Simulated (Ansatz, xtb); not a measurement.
# Isomers of C6H6NPSi in order of energy

10 gas-phase structures of C6H6NPSi, from a drawn sample of its isomers (lower ones may exist). Each was relaxed with GFN2-xTB:

A. `N#CC1=C([SiH3])C=PC=C1`, a singlet
B. `N#CC1=C([SiH3])C=CP=C1`, a singlet
C. `N#CC1=CP=C([SiH3])C=C1`, a singlet
D. `N#CC1=PC=CC=C1[SiH3]`, a singlet
E. `N#CC1=CC=CC([SiH3])=P1`, a singlet
F. `N#CC1=CP=CC([SiH3])=C1`, a singlet
G. `N#CC1=CC=CP=C1[SiH3]`, a singlet
H. `N#CC1=PC=C([SiH3])C=C1`, a singlet
I. `N#CC1=CC([SiH3])=PC=C1`, a singlet
J. `N#CC1=PC=CC([SiH3])=C1`, a singlet

Q: Make a reasoned guess at their ranking by r2SCAN-D4/def2-SVP single-point energy.

A: Calculated order at r2SCAN-D4/def2-SVP: E (0.0), I (1.5), G (2.1), D (4.3), C (4.7), A (6.1), J (6.1), H (6.3), B (8.8), F (11.4) kJ/mol. Less than 1 kcal/mol parts E and I; I and G; G and D; D and C; C and A; A and J; J and H; H and B; B and F, so the order within those pairs means little.

Energies above the lowest of each column, in kJ/mol; the last columns are at PBE0-D3(BJ)/def2-SVP geometries and were run for some of them only (a dash: not run or not comparable):

```json
{"structure": "E", "GFN2-xTB": "8.0", "HF/STO-3G": "7.4", "r2SCAN-D4/def2-SVP": "0.0", "PBE0-D3(BJ)/def2-SVP": "0.0", "CCSD(T)/def2-SVP + ΔMP2/def2-TZVPP": "0.6"}
{"structure": "I", "GFN2-xTB": "8.5", "HF/STO-3G": "12.3", "r2SCAN-D4/def2-SVP": "1.5", "PBE0-D3(BJ)/def2-SVP": "1.2", "CCSD(T)/def2-SVP + ΔMP2/def2-TZVPP": "0.0"}
{"structure": "G", "GFN2-xTB": "9.0", "HF/STO-3G": "17.6", "r2SCAN-D4/def2-SVP": "2.1", "PBE0-D3(BJ)/def2-SVP": "1.6", "CCSD(T)/def2-SVP + ΔMP2/def2-TZVPP": "0.5"}
{"structure": "D", "GFN2-xTB": "0.0", "HF/STO-3G": "3.1", "r2SCAN-D4/def2-SVP": "4.3", "PBE0-D3(BJ)/def2-SVP": "3.9", "CCSD(T)/def2-SVP + ΔMP2/def2-TZVPP": "4.5"}
{"structure": "C", "GFN2-xTB": "11.6", "HF/STO-3G": "15.8", "r2SCAN-D4/def2-SVP": "4.7", "PBE0-D3(BJ)/def2-SVP": "4.6", "CCSD(T)/def2-SVP + ΔMP2/def2-TZVPP": "3.0"}
{"structure": "A", "GFN2-xTB": "0.9", "HF/STO-3G": "7.9", "r2SCAN-D4/def2-SVP": "6.1", "PBE0-D3(BJ)/def2-SVP": "5.2", "CCSD(T)/def2-SVP + ΔMP2/def2-TZVPP": "4.2"}
{"structure": "J", "GFN2-xTB": "2.0", "HF/STO-3G": "0.0", "r2SCAN-D4/def2-SVP": "6.1", "PBE0-D3(BJ)/def2-SVP": "–", "CCSD(T)/def2-SVP + ΔMP2/def2-TZVPP": "–"}
{"structure": "H", "GFN2-xTB": "2.4", "HF/STO-3G": "1.4", "r2SCAN-D4/def2-SVP": "6.3", "PBE0-D3(BJ)/def2-SVP": "–", "CCSD(T)/def2-SVP + ΔMP2/def2-TZVPP": "–"}
{"structure": "B", "GFN2-xTB": "3.2", "HF/STO-3G": "9.7", "r2SCAN-D4/def2-SVP": "8.8", "PBE0-D3(BJ)/def2-SVP": "–", "CCSD(T)/def2-SVP + ΔMP2/def2-TZVPP": "–"}
{"structure": "F", "GFN2-xTB": "5.8", "HF/STO-3G": "10.0", "r2SCAN-D4/def2-SVP": "11.4", "PBE0-D3(BJ)/def2-SVP": "–", "CCSD(T)/def2-SVP + ΔMP2/def2-TZVPP": "–"}
```

CCSD(T)/def2-SVP + ΔMP2/def2-TZVPP puts I lowest of those it was run on, with A and C and E and G within 1 kcal/mol; GFN2-xTB picks D, HF/STO-3G picks J. CCSD(T)/def2-SVP + ΔMP2/def2-TZVPP orders those it was run on as I (0.0), G (0.5), E (0.6), C (3.0), A (4.2), D (4.5) kJ/mol. Less than 1 kcal/mol parts I and G; G and E; E and C; C and A; A and D, so the order within those pairs means little. E keeps a small imaginary mode. I keeps a small imaginary mode. C keeps a small imaginary mode. Frequencies (GFN2-xTB) were run for A, C, D, E, G, I alone. ΔMP2 is the change of the MP2 energy from the smaller to the larger basis.

Over these structures GFN2-xTB departs from r2SCAN-D4/def2-SVP by 5.7 kJ/mol on average once a common shift is removed. A GFN2-xTB relaxation took about 0.22 s and the r2SCAN-D4/def2-SVP energy about 6.3 s on a shared host (Ansatz 0.2.0, xtb 6.7.1).
